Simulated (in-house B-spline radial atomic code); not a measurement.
Spin-orbit splittings of orbital energies (j = l + 1/2 less j = l - 1/2) and ratios of mean radii (lower j over upper j) along the 37-electron series, configuration [Kr] 4d1. Computed with an all-electron radial atomic-structure program (B-spline basis): Dirac-Hartree-Fock, average of the configuration, finite nuclei.

```
  ion   Z  splitting of 3p (eV)  radius ratio of 3p  splitting of 4p (eV)  radius ratio of 4p  splitting of 2p (eV)  radius ratio of 2p
 Pd9+  46                29.015             0.97303                5.5912             0.97888                160.22             0.95972
Ag10+  47                32.317             0.97198                6.4717             0.97831                176.19             0.95789
Cd11+  48                35.907             0.97092                7.4453             0.97771                193.39             0.95602
In12+  49                     ?                   ?                     ?                   ?                     ?                   ?
Sn13+  50                44.016             0.96869                9.6975             0.97637                 231.7             0.95214
Sb14+  51                48.573             0.96754                 10.99             0.97566                252.96             0.95013
Te15+  52                53.492             0.96636                12.402             0.97491                275.73             0.94808
 I16+  53                     ?                   ?                     ?                   ?                     ?                   ?
Xe17+  54                64.496              0.9639                15.617             0.97331                326.09             0.94383
Cs18+  55                70.626             0.96263                17.436             0.97247                353.85             0.94163
Ba19+  56                77.205             0.96132                19.407             0.97161                383.45             0.93938
La20+  57                84.257             0.95999                21.539             0.97071                414.98             0.93708
Ce21+  58                91.809             0.95862                23.841             0.96979                448.54             0.93473
Pr22+  59                99.885             0.95722                26.323             0.96884                484.22             0.93234
Nd23+  60                108.51             0.95579                28.995             0.96786                522.13             0.92989
Pm24+  61                117.72             0.95432                31.867             0.96686                562.38             0.92738
Sm25+  62                127.55             0.95283                34.951             0.96583                605.07             0.92483
Eu26+  63                138.01             0.95129                38.257             0.96477                650.33             0.92222
Gd27+  64                149.15             0.94973                41.797             0.96369                698.28             0.91956
Tb28+  65                     ?                   ?                     ?                   ?                     ?                   ?
Dy29+  66                173.58             0.94649                 49.63             0.96143                802.75             0.91406
Ho30+  67                186.95             0.94482                53.949             0.96026                859.54             0.91123
Er31+  68                201.13             0.94311                58.555             0.95907                919.56             0.90834
Tm32+  69                216.18             0.94136                63.462             0.95784                982.95             0.90539
Yb33+  70                232.12             0.93957                68.686             0.95658               1049.86             0.90238
Lu34+  71                   249             0.93774                74.242              0.9553               1120.47             0.89931
```

(1) Fill in the row of In12+.

(2) Fill in the row of I16+.

(3) Fill in the row of Tb28+.

(4) With what power of Z does the column «splitting of 2p (eV)» change over this range?

Answers

(1) splitting of 3p (eV): 39.8; radius ratio of 3p: 0.96982; splitting of 4p (eV): 8.5184; radius ratio of 4p: 0.97706; splitting of 2p (eV): 211.87; radius ratio of 2p: 0.9541.

(2) splitting of 3p (eV): 58.792; radius ratio of 3p: 0.96514; splitting of 4p (eV): 13.942; radius ratio of 4p: 0.97412; splitting of 2p (eV): 300.08; radius ratio of 2p: 0.94598.

(3) splitting of 3p (eV): 160.99; radius ratio of 3p: 0.94813; splitting of 4p (eV): 45.584; radius ratio of 4p: 0.96257; splitting of 2p (eV): 749.05; radius ratio of 2p: 0.91684.

(4) A fit of the logarithm of its size against log Z from Z = 46 to 71 has slope 4.48. An unscreened hydrogenic electron would give 4 at low Z; screening makes the apparent power larger near the neutral end, and relativity raises it again at high Z.
